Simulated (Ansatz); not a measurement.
`CCN[SiH2]Cl` + HCl → `Cl[SiH2]Cl` + `CCN` at 500 K and 1 bar (ligand exchange at the Si–N bond).

Isolated molecules relaxed with PBE0-D4/def2-TZVP in Ansatz; ΔE leaves out vibrations. CCSD(T)/CBS adds triple-zeta CCSD(T) − MP2 to the extrapolated MP2 energy (def2 sets, frozen cores). This one scheme is used for every species. Each species was taken in one conformer, which may not be the lowest.

```json
{"species": "`CCN[SiH2]Cl`", "CCSD(T)/CBS energy (Eh)": "-884.55705", "H − E (kJ/mol)": "318.5", "S (J/(mol·K))": "429.9"}
{"species": "HCl", "CCSD(T)/CBS energy (Eh)": "-460.38127", "H − E (kJ/mol)": "32.5", "S (J/(mol·K))": "201.9"}
{"species": "`Cl[SiH2]Cl`", "CCSD(T)/CBS energy (Eh)": "-1209.93203", "H − E (kJ/mol)": "81.5", "S (J/(mol·K))": "323.4"}
{"species": "`CCN`", "CCSD(T)/CBS energy (Eh)": "-135.01652", "H − E (kJ/mol)": "275.2", "S (J/(mol·K))": "315.2"}
```

H − E and S are ideal-gas, rigid-rotor, harmonic terms from PBE0-D4/def2-TZVP, for one conformer and one mirror image of each species. 1 Eh = 2625.50 kJ/mol, R = 8.31446 J/(mol·K).

Task: By hand: ΔE, ΔH, ΔS and ΔG.

Result: ΔE = (-1209.93203) + (-135.01652) − (-884.55705) − (-460.38127) = -0.01023 Eh = -26.9 kJ/mol. Δ(H − E) = 81.5 + 275.2 − 318.5 − 32.5 = 5.7, so ΔH = -21.2 kJ/mol. ΔS = 323.4 + 315.2 − 429.9 − 201.9 = 6.8 J/(mol·K). ΔG = -21.2 − 500 × (6.8)/1000 = -24.6 kJ/mol.

Task: By hand: the equilibrium constant, and the temperature at which ΔG would vanish if ΔH and ΔS stayed fixed.

Result: log₁₀ K = −ΔG/(RT ln 10) = 2.6. ΔH and −TΔS have one sign here, so there is no such temperature.

The number of gas molecules stays the same, so ΔS is small and ΔH decides. A doubt of 5 kJ/mol in ΔE shifts log₁₀ K by 0.5 here. Other conformers and mirror images would add mixing entropy, several J/(mol·K) or more a flexible species. These are equilibria of isolated gas molecules and say nothing of rates. Largest T1 diagnostic: 0.010 (customary marks: 0.02 for closed shells, 0.045 for open ones).

ΔS is within the doubt of such terms, so its sign, and with it that verdict, could turn.
